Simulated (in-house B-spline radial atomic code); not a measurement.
Radial electron density of neutral thulium, [Xe] 4f12 6s2 6g1. Computed with an all-electron radial atomic-structure program (B-spline basis): Dirac-Hartree-Fock, average of configuration, Fermi nucleus of rms radius 5.2256 fm.

Columns: r (bohr), 4πr²n(r) (electrons per bohr), bar.

```
0.000672    3.018 #
 0.00089    4.768 ##
 0.00118    7.466 ###
 0.00156    11.48 ####
 0.00206    17.34 ######
 0.00273    25.72 #########
 0.00362    37.04 #############
 0.00479    51.15 ##################
 0.00634    67.14 ########################
 0.00839    82.46 #############################
  0.0111    93.23 #################################
  0.0147    95.83 ##################################
  0.0195    90.44 ################################
  0.0258    84.79 ##############################
  0.0341    90.47 ################################
  0.0452    109.7 #######################################
  0.0598    123.9 ############################################
  0.0792    113.4 ########################################
   0.105    95.36 ##################################
   0.139    102.9 #####################################
   0.184    110.4 #######################################
   0.243    78.47 ############################
   0.322    52.05 ##################
   0.426    61.13 ######################
   0.564    55.21 ####################
   0.746    30.94 ###########
   0.988    16.95 ######
    1.31    10.57 ####
    1.73    4.962 ##
    2.29    1.772 #
    3.03   0.9354 
    4.02   0.5434 
    5.32   0.1753 
    7.04  0.02416 
    9.32 0.002449 
    12.3 0.005951 
    16.3  0.01565 
    21.6  0.01677 
    28.6 0.0007445 
    37.9  0.01794 
    50.1  0.03239 
    66.4 0.007757 
    87.9 0.0002503 
     116 7.563e-07 
     154 8.514e-11
```

On this grid the curve has 6 maxima, near 0.0147, 0.0598, 0.184, 0.426, 21.6, 50.1 bohr.

The 6g7/2 radial function P(r) = rR(r), positive near the nucleus, with its small component Q(r) (sign convention: Q ≈ (P' + κP/r)/2c):

```tsv
r (bohr)	P	Q
2.29	0.0001963	2.483e-06
4.02	0.001818	1.307e-05
7.04	0.01488	5.767e-05
12.3	0.07707	0.0001429
21.6	0.1295	6.183e-05
37.9	-0.1339	-9.643e-05
66.4	-0.08807	1.178e-06
116	-0.0008696	2.458e-07
```
